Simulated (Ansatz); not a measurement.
Z-matrix (Å, degrees):
```
C
Ta 1 2.138
H 1 1.097 2 109.6
H 1 1.094 2 110.4 3 119.9
H 1 1.093 2 111.4 3 -120.3
O 2 1.879 1 105.9 3 60.7
F 2 1.872 1 107.5 3 -61.6
S 2 2.159 1 104.9 3 178.6
H 6 0.958 2 133.1 1 114.6
```

Charge 0, multiplicity 1. Ta: def2 effective core potential.

Problem. List the PBE0/def2-TZVPP orbital energies in eV (Ansatz). (Estimate.)

Solution. Computed: Occupied: -2421.54, -674.06, -523.78, -278.04, -216.91, -160.67, -160.65, -160.64, -76.29, -42.34, -41.99, -41.71, -32.33, -28.26, -19.48, -18.27, -15.25, -13.38, -12.69, -12.62, -11.87, -11.65, -10.99, -10.73, -9.10, -8.59, -7.72, -7.64. Lowest empty: -1.62, -1.45, -0.46, -0.27, -0.02, 0.11, 1.37, 2.23.
